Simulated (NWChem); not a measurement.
System: CH$_{3}$FSSe; SMILES CS[Se]F

NWChem input:

```
start job
memory heap 200 mb stack 900 mb global 1100 mb
geometry units angstroms noautosym nocenter noautoz
  Se     0.371182    -0.817520     0.122912
  F     -1.220343    -1.538034    -0.296687
  S      0.211748     1.209614    -0.618402
  C     -0.617879     2.140121     0.737497
  H     -1.627275     1.756686     0.894869
  H     -0.671260     3.181214     0.403756
  H     -0.038343     2.080387     1.660490
end
basis spherical
  * library 6-311g**
end
dft
  xc b3lyp
  iterations 150
end
property
  shielding
end
task dft property
```

Excerpt of the output:

```
             Northwest Computational Chemistry Package (NWChem) 7.3.0
             --------------------------------------------------------

                             Geometry "geometry" -> ""
                             -------------------------

 Output coordinates in angstroms (scale by  1.889725989 to convert to a.u.)

  No.       Tag          Charge          X              Y              Z
 ---- ---------------- ---------- -------------- -------------- --------------
    1 Se                  34.0000     0.37118200    -0.81752000     0.12291200
    2 F                    9.0000    -1.22034300    -1.53803400    -0.29668700
    3 S                   16.0000     0.21174800     1.20961400    -0.61840200
    4 C                    6.0000    -0.61787900     2.14012100     0.73749700
    5 H                    1.0000    -1.62727500     1.75668600     0.89486900
    6 H                    1.0000    -0.67126000     3.18121400     0.40375600
    7 H                    1.0000    -0.03834300     2.08038700     1.66049000

 Effective nuclear repulsion energy (a.u.)     355.2066209644

                              NWChem Property Module
                              ----------------------

  itol2e modified to match energy
  convergence criterion.

                                 NWChem DFT Module
                                 -----------------

 Summary of "ao basis" -> "ao basis" (spherical)
 ------------------------------------------------------------------------------
       Tag                 Description            Shells   Functions and Types
 ---------------- ------------------------------  ------  ---------------------
 Se                         6-311g**                18       44   8s7p3d
 F                          6-311g**                 8       18   4s3p1d
 S                          6-311g**                12       26   6s5p1d
 C                          6-311g**                 8       18   4s3p1d
 H                          6-311g**                 4        6   3s1p

  itol2e modified to match energy
  convergence criterion.

            General Information
            -------------------
          SCF calculation type: DFT
          Wavefunction type:  closed shell.
          No. of atoms     :     7
          No. of electrons :    68
           Alpha electrons :    34
            Beta electrons :    34
          Charge           :     0
          Spin multiplicity:     1
          Use of symmetry is: off; symmetry adaption is: off
          Maximum number of iterations: 150
          AO basis - number of functions:   124
                     number of shells:    58
          Convergence on energy requested:  1.00D-07
          Convergence on density requested:  1.00D-05
          Convergence on gradient requested:  5.00D-04

              XC Information
              --------------
                         B3LYP Method XC Potential
                     Hartree-Fock (Exact) Exchange  0.200
                        Slater Exchange Functional  0.800 local
                    Becke 1988 Exchange Functional  0.720 non-local
              Lee-Yang-Parr Correlation Functional  0.810
                  VWN I RPA Correlation Functional  0.190 local

             Grid Information
             ----------------
          Grid used for XC integration:  fine
          Radial quadrature: Mura-Knowles
          Angular quadrature: Lebedev.
          Tag              B.-S. Rad. Rad. Pts. Rad. Cut. Ang. Pts.
          ---              ---------- --------- --------- ---------
          Se                  1.15      140          12.0       974
          F                   0.50       70          12.0       590
          S                   1.00      123          10.0       770
          C                   0.70       70          10.0       590
          H                   0.35       60          12.0       590
          Grid pruning is: on
          Number of quadrature shells:   583
          Spatial weights used:  Erf1

      Superposition of Atomic Density Guess
      -------------------------------------

 Sum of atomic energies:       -2935.81836796

      Non-variational initial energy
      ------------------------------

 Total energy =   -2936.792489
 1-e energy   =   -4792.564659
 2-e energy   =    1500.565549
 HOMO         =      -0.243568
 LUMO         =      -0.060464

   convergence    iter        energy       DeltaE   RMS-Dens  Diis-err
 ---------------- ----- ----------------- --------- --------- ---------
 d= 0,ls=0.0,diis     1  -2939.4603325650 -3.29D+03  9.99D-03  4.62D+00
 d= 0,ls=0.0,diis     2  -2939.3323132235  1.28D-01  1.00D-02  2.34D+00
 d= 0,ls=0.0,diis     3  -2939.3793390536 -4.70D-02  4.37D-03  2.18D+00
 d= 0,ls=0.0,diis     4  -2939.5504126479 -1.71D-01  1.62D-03  2.62D-02
 d= 0,ls=0.0,diis     5  -2939.5523284538 -1.92D-03  7.89D-04  1.20D-02
  Resetting Diis
 d= 0,ls=0.0,diis     6  -2939.5538424176 -1.51D-03  1.55D-04  7.30D-04
 d= 0,ls=0.0,diis     7  -2939.5539147598 -7.23D-05  7.62D-05  6.13D-05
 d= 0,ls=0.0,diis     8  -2939.5539056131  9.15D-06  4.61D-05  1.69D-04
 d= 0,ls=0.0,diis     9  -2939.5539210411 -1.54D-05  9.12D-06  4.04D-06
 d= 0,ls=0.0,diis    10  -2939.5539214076 -3.66D-07  2.35D-06  1.05D-07
 d= 0,ls=0.0,diis    11  -2939.5539214186 -1.10D-08  8.72D-07  1.99D-08

         Total DFT energy =    -2939.553921418567
      One electron energy =    -4793.468691174413
           Coulomb energy =     1628.648719765445
    Exchange-Corr. energy =     -129.940570973989
 Nuclear repulsion energy =      355.206620964391

 Numeric. integr. density =       68.000000274320

                       DFT Final Molecular Orbital Analysis
                       ------------------------------------

 Vector   32  Occ=2.000000D+00  E=-3.337300D-01
              MO Center=  1.7D-02,  2.1D-01, -2.7D-01, r^2= 3.9D+00
   Bfn.  Coefficient  Atom+Function         Bfn.  Coefficient  Atom+Function
  ----- ------------  ---------------      ----- ------------  ---------------
    25      0.288684  1 Se py                79     -0.276855  3 S  py
    80      0.263800  3 S  pz                56     -0.173271  2 F  py
    68     -0.167838  3 S  s                 52     -0.165769  2 F  py
     8     -0.159047  1 Se s                 24     -0.156966  1 Se px
    16     -0.132222  1 Se py                77      0.131268  3 S  pz

 Vector   33  Occ=2.000000D+00  E=-2.827033D-01
              MO Center=  8.9D-02,  9.7D-01, -4.3D-01, r^2= 2.5D+00
   Bfn.  Coefficient  Atom+Function         Bfn.  Coefficient  Atom+Function
  ----- ------------  ---------------      ----- ------------  ---------------
    78      0.498649  3 S  px                80      0.240755  3 S  pz
    75      0.231396  3 S  px                81      0.232468  3 S  px
    72     -0.161558  3 S  px                83      0.120439  3 S  pz
    77      0.106313  3 S  pz                55      0.103863  2 F  px
     7     -0.096316  1 Se s                 51      0.096080  2 F  px

 Vector   34  Occ=2.000000D+00  E=-2.469435D-01
              MO Center=  1.9D-01, -5.8D-01,  6.3D-02, r^2= 2.7D+00
   Bfn.  Coefficient  Atom+Function         Bfn.  Coefficient  Atom+Function
  ----- ------------  ---------------      ----- ------------  ---------------
    26      0.485135  1 Se pz                29      0.330538  1 Se pz
    17     -0.237186  1 Se pz                24     -0.198800  1 Se px
    23      0.176070  1 Se pz                57     -0.174745  2 F  pz
    68      0.151999  3 S  s                 53     -0.150392  2 F  pz
    98     -0.149270  4 C  s                 27     -0.133018  1 Se px

 Vector   35  Occ=0.000000D+00  E=-7.409621D-02
              MO Center=  1.7D-01, -6.2D-01,  1.3D-02, r^2= 3.1D+00
   Bfn.  Coefficient  Atom+Function         Bfn.  Coefficient  Atom+Function
  ----- ------------  ---------------      ----- ------------  ---------------
    27      0.547489  1 Se px                24      0.409810  1 Se px
    54      0.310104  2 F  s                  7     -0.279772  1 Se s
    55      0.254832  2 F  px                15     -0.204167  1 Se px
    51      0.201375  2 F  px                29      0.188613  1 Se pz
    78     -0.187801  3 S  px                 8     -0.182376  1 Se s

 Vector   36  Occ=0.000000D+00  E=-5.060722D-02
              MO Center=  3.0D-01,  8.9D-02, -1.7D-01, r^2= 4.4D+00
   Bfn.  Coefficient  Atom+Function         Bfn.  Coefficient  Atom+Function
  ----- ------------  ---------------      ----- ------------  ---------------
    28      0.691574  1 Se py                68     -0.632962  3 S  s
    82      0.601546  3 S  py                 8      0.554072  1 Se s
    79      0.412400  3 S  py                25      0.405748  1 Se py
    29     -0.243112  1 Se pz                83     -0.241318  3 S  pz
    80     -0.213938  3 S  pz                 7      0.194685  1 Se s

 Vector   37  Occ=0.000000D+00  E= 1.190073D-02
              MO Center= -1.2D-01,  1.6D+00, -4.6D-02, r^2= 4.9D+00
   Bfn.  Coefficient  Atom+Function         Bfn.  Coefficient  Atom+Function
  ----- ------------  ---------------      ----- ------------  ---------------
    98      1.442769  4 C  s                 68     -0.642591  3 S  s
    83     -0.590254  3 S  pz                82     -0.479616  3 S  py
    81      0.384985  3 S  px               101     -0.378572  4 C  pz
    80     -0.352587  3 S  pz               121     -0.301648  7 H  s
   115     -0.299815  6 H  s                109     -0.279666  5 H  s

[...]

          -----------------------------------------
          Chemical Shielding Tensors (GIAO, in ppm)
          -----------------------------------------

                                NWChem CPHF Module
                                ------------------

  scftype          =     RHF
  nclosed          =       34
  nopen            =        0
  variables        =     3060
  # of vectors     =        3
  tolerance        = 0.10D-03
  level shift      = 0.00D+00
  max iterations   =       50
  max subspace     =       30

 SCF residual:    4.3597525055534515E-005

Iterative solution of linear equations
  No. of variables     3060
  No. of equations        3
  Maximum subspace       30
        Iterations       50
       Convergence  1.0D-04

   iter   nsub   residual    time
   ----  ------  --------  ---------
     1      3    8.34D-01     122.1
     2      6    7.99D-02     143.8
     3      9    6.98D-03     165.1
     4     12    5.86D-04     185.6
     5     15    2.54D-05     205.8

      Atom:    1  Se
        Diamagnetic
   2996.9772      2.8157      3.4094
      2.8157   3000.7670     -2.8756
      3.4094     -2.8756   2988.6593

        Paramagnetic
  -2468.6895   1035.8621    163.7487
   1035.8621  -4820.1555    629.4944
    163.7487    629.4944  -3497.1026

        Total Shielding Tensor
    528.2877   1038.6779    167.1581
   1038.6779  -1819.3885    626.6187
    167.1581    626.6187   -508.4432

           isotropic =    -599.8480
          anisotropy =   -2649.0904

          Principal Components and Axis System
                 1           2           3
            -2365.9083   1021.0033   -454.6391

      1        -0.3101      0.8892     -0.3364
      2         0.9089      0.3810      0.1693
      3        -0.2787      0.2533      0.9264

      Atom:    2  F
        Diamagnetic
    487.2919     12.9142      7.3356
     12.9142    467.9471      3.2473
      7.3356      3.2473    461.0838

        Paramagnetic
   -125.7454    -99.6148     85.6250
    -99.6148    365.8893   -231.7247
     85.6250   -231.7247   -144.0972

        Total Shielding Tensor
    361.5466    -86.7006     92.9605
    -86.7006    833.8364   -228.4774
     92.9605   -228.4774    316.9865

           isotropic =     504.1231
          anisotropy =     658.1388

          Principal Components and Axis System
                 1           2           3
              942.8823    362.2541    207.2330

      1        -0.1938      0.9040     -0.3812
      2         0.9119      0.3093      0.2697
      3        -0.3617      0.2953      0.8843

      Atom:    3  S
        Diamagnetic
   1047.4837     -2.6059     -3.3918
     -2.6059   1061.9124     -0.4950
     -3.3918     -0.4950   1052.3288

        Paramagnetic
   -815.6277     60.8444    140.6968
     60.8444   -599.6688   -193.6640
    140.6968   -193.6640  -1028.0247

        Total Shielding Tensor
    231.8560     58.2384    137.3050
     58.2384    462.2436   -194.1589
    137.3050   -194.1589     24.3040

           isotropic =     239.4679
          anisotropy =     444.8727

          Principal Components and Axis System
                 1           2           3
              536.0497    296.0250   -113.6711

      1         0.0215      0.9180     -0.3961
      2         0.9367      0.1200      0.3291
      3        -0.3496      0.3781      0.8572

      Atom:    4  C
        Diamagnetic
    248.3951     -3.5280     -4.3401
     -3.5280    252.5713      5.3605
     -4.3401      5.3605    252.9628

        Paramagnetic
   -115.2305    -14.0013    -11.3952
    -14.0013    -89.7289      8.8206
    -11.3952      8.8206    -95.0836

        Total Shielding Tensor
    133.1646    -17.5294    -15.7353
    -17.5294    162.8424     14.1811
    -15.7353     14.1811    157.8792

           isotropic =     151.2954
          anisotropy =      51.1217

          Principal Components and Axis System
                 1           2           3
              185.3765    145.9827    122.5270

      1        -0.4111     -0.0240      0.9113
      2         0.6927     -0.6580      0.2952
      3         0.5925      0.7526      0.2872

      Atom:    5  H
        Diamagnetic
     36.9657      1.4210     -5.3413
      1.4210     27.1113      1.3884
     -5.3413      1.3884     24.4111

        Paramagnetic
     -4.3268     -1.7543      1.9035
     -1.7543      0.4516      0.3749
      1.9035      0.3749      2.6912

        Total Shielding Tensor
     32.6388     -0.3333     -3.4378
     -0.3333     27.5629      1.7633
     -3.4378      1.7633     27.1024

           isotropic =      29.1014
          anisotropy =       8.0287

          Principal Components and Axis System
                 1           2           3
               34.4538     28.1546     24.6957

      1         0.8795      0.3378      0.3351
      2        -0.1575      0.8712     -0.4650
      3        -0.4491      0.3562      0.8194

      Atom:    6  H
        Diamagnetic
     24.3073     -2.6565     -0.8624
     -2.6565     40.5343     -1.3889
     -0.8624     -1.3889     25.7454

        Paramagnetic
      1.3146      0.0477      0.0985
      0.0477     -4.4630      1.8413
      0.0985      1.8413      0.9513

        Total Shielding Tensor
     25.6219     -2.6088     -0.7639
     -2.6088     36.0713      0.4525
     -0.7639      0.4525     26.6966

           isotropic =      29.4633
          anisotropy =      10.8916

          Principal Components and Axis System
                 1           2           3
               36.7243     26.8768     24.7887

      1        -0.2323     -0.3009      0.9249
      2         0.9707     -0.1318      0.2009
      3         0.0615      0.9445      0.3227

      Atom:    7  H
        Diamagnetic
     25.4488     -1.2415      4.7018
     -1.2415     26.2787      3.2666
      4.7018      3.2666     37.0365

        Paramagnetic
      1.8727      0.8207     -3.0996
      0.8207      1.2115     -0.4376
     -3.0996     -0.4376     -3.5838

        Total Shielding Tensor
     27.3215     -0.4207      1.6022
     -0.4207     27.4902      2.8290
      1.6022      2.8290     33.4527

           isotropic =      29.4215
          anisotropy =       8.1003

          Principal Components and Axis System
                 1           2           3
               34.8217     27.7563     25.6864

      1         0.1775      0.8068      0.5635
      2         0.3454     -0.5873      0.7320
      3         0.9215      0.0647     -0.3829
```

Level: B3LYP/6-311G** (spherical d), GIAO. Structure relaxed at the B3LYP/6-31G* (spherical d) level. B3LYP is NWChem's, with the RPA form of VWN correlation. The printed shielding anisotropy is the first printed principal value minus the mean of the other two.
